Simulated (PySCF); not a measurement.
Computed shifts of a molecule C2H6ClFSi, PBE0/pcSseg-1 run with PySCF, GIAO, gas phase, equivalent atoms averaged, in ppm (number of nuclei): ¹³C: 4.9 (2). ²⁹Si: 41.8 (1). ¹⁹F: -151.0 (1). ¹H: 0.74 (6). References: ¹³C against TMS (σ = 186.3 ppm); ²⁹Si against TMS (σ = 352.7 ppm); ¹⁹F against CFCl3 (σ = 167.2 ppm); ³⁵Cl against HCl (σ = 945.9 ppm); ¹H against TMS (σ = 31.56 ppm), references at their B3LYP-D3(BJ)/def2-TZVP geometries, non-relativistic (without spin–orbit terms, shifts of atoms bonded to Cl or Br come out too high). The structure is a stationary point at PBE0-D3(BJ)/def2-SVP. The values are those of a single conformer.

Q: Identify the compound among the candidates.
A. F[SiH2]CCCl
B. F[C@@H](Cl)C[SiH3]
C. C[Si](C)(F)Cl
D. CC[Si@@H](F)Cl

A: C, C[Si](C)(F)Cl
